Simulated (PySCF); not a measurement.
CH9BGeSi, CH5AlBGe (calculated)

Calculation on a computer-drawn molecule: optimised geometry and harmonic frequencies of an isolated molecule of the commonest isotopes, restricted reference for singlets and unrestricted otherwise, frozen core in MP2; on germanium a core potential holds 10 electrons, which the energies leave out, and 3d is frozen in MP2 and coupled-cluster steps. Program: PySCF 2.14.0.

Common to all runs: multiplicity 1; method HF; basis cc-pV(D+d)Z; basis and core potential on germanium cc-pVDZ-PP ECP10MDF.

(1) CH9BGeSi

Start structure:
```xyz
13
CH9BGeSi
B     -0.0526    -1.0319    -0.9860
Ge     0.1720     0.8605    -1.1617
C     -1.4425     1.8769    -0.6555
Si     1.9233     1.7649     0.1849
H      0.5357    -1.8464    -1.8195
H     -0.6943    -1.5936    -0.2376
H      0.4377     1.3488    -2.5926
H     -2.3288     1.5972    -1.3191
H     -1.7997     1.6411     0.3526
H     -1.3486     2.9395    -0.7411
H      3.2230     1.2180    -0.2260
H      1.6764     1.4721     1.5718
H      2.0368     3.2312    -0.0029
```

It was run with charge 0.

The calculation gives: rotational constants 4.399, 2.418, 1.819 GHz; total energy -650.0776 hartree; convergence status largest gradient component 1.398e-05 hartree/bohr.

Drawn bonds:
```
atom  other atom  order
   1           2      1
   2           3      1
   2           4      1
   1           5      1
   1           6      1
   2           7      1
   3           8      1
   3           9      1
   3          10      1
   4          11      1
   4          12      1
   4          13      1
```

Optimised structure:
```xyz
13
CH9BGeSi
B     -0.0148    -1.1015    -1.0280
Ge     0.1147     0.9705    -1.2012
C     -1.5427     1.9014    -0.6620
Si     1.9553     1.7562     0.1567
H      0.7336    -1.8145    -1.6365
H     -0.8075    -1.6170    -0.2888
H      0.4459     1.3634    -2.6552
H     -2.3754     1.5932    -1.2977
H     -1.7920     1.6593     0.3732
H     -1.4250     2.9832    -0.7485
H      3.2317     1.1318    -0.2691
H      1.7290     1.4229     1.5858
H      2.0856     3.2294     0.0386
```

Modes:
```
frequency (cm⁻¹)  reduced mass (dalton)
           84.65                  1.043
           102.3                  1.397
           117.7                  2.847
           142.6                  1.191
           154.5                  1.694
           173.2                  2.081
           348.5                   9.07
           481.5                  1.112
           540.6                  1.347
           568.5                  2.511
           599.7                   1.68
           613.8                  1.818
             712                  1.094
           773.3                  1.168
           866.6                  1.233
             919                  1.217
           959.3                  1.232
           987.1                  1.177
            1025                  1.036
            1028                  1.037
            1257                  1.142
            1375                  1.214
            1561                  1.054
            1564                  1.053
            2164                   1.02
            2292                  1.045
            2297                  1.042
            2300                  1.033
            2674                  1.052
            2758                  1.127
            3178                  1.033
            3266                  1.104
            3271                  1.104
```

(2) CH5AlBGe

Start structure:
```xyz
9
CH5AlBGe
B     -0.7303     1.2035    -0.4033
Ge    -0.4156    -0.7028    -0.9855
C     -0.2918    -2.1090     0.3518
Al    -0.5386    -2.0788     2.1696
H     -0.8128     1.4301     0.7417
H     -0.6803     2.0752    -1.2315
H     -0.1509    -1.2623    -2.3346
H     -0.1324    -3.1544    -0.0916
H     -0.6554    -2.0625     3.6895
```

Here we set charge 1.

Results for CH5AlBGe: rotational constants 7.439, 1.988, 1.569 GHz; total energy -600.4398 hartree; convergence status largest gradient component 1.49e-05 hartree/bohr.

Drawn bonds:
```
atom  other atom  order
   1           2      1
   2           3      2
   3           4      1
   1           5      1
   1           6      1
   2           7      1
   3           8      1
   4           9      1
```

Optimised structure:
```xyz
9
CH5AlBGe
B     -0.6841     1.1462    -0.3275
Ge    -0.3634    -0.8323    -0.9333
C     -0.3056    -2.1781     0.2740
Al    -0.5127    -1.9993     2.0865
H     -0.8387     1.3522     0.8405
H     -0.7090     2.0281    -1.1235
H     -0.1692    -1.1969    -2.3948
H     -0.1322    -3.1770    -0.1251
H     -0.6932    -1.8038     3.6093
```

Modes:
```
frequency (cm⁻¹)  reduced mass (dalton)
           74.64                   3.44
           101.8                  1.268
           153.3                  2.161
           209.1                  3.576
           440.1                  1.313
           441.9                   1.09
             463                  1.182
           557.2                  4.687
           627.3                  1.725
           714.8                  1.129
           715.3                  2.266
           821.3                  1.153
           937.2                  1.308
           945.1                  1.795
            1131                  2.035
            1246                  1.124
            2148                  1.048
            2294                  1.021
            2715                  1.053
            2848                  1.126
            3289                  1.085
```
